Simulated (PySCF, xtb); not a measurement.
C₅H₈O, SMILES C=C(C)CC=O.

xtb with GFN2-xTB at its own geometry gives an orbital gap of 3.52 eV and a dipole moment of 2.61 D.

Geometry: ωB97X-D3(BJ)/def2-SVP. The values are those of a single conformer.

What does ωB97X/def2-TZVP (PySCF) give? (The exact figures need the calculation; the answer reports its results.)

gap 10.87 eV (levels -9.60 and 1.26 eV), dipole 2.42 D.
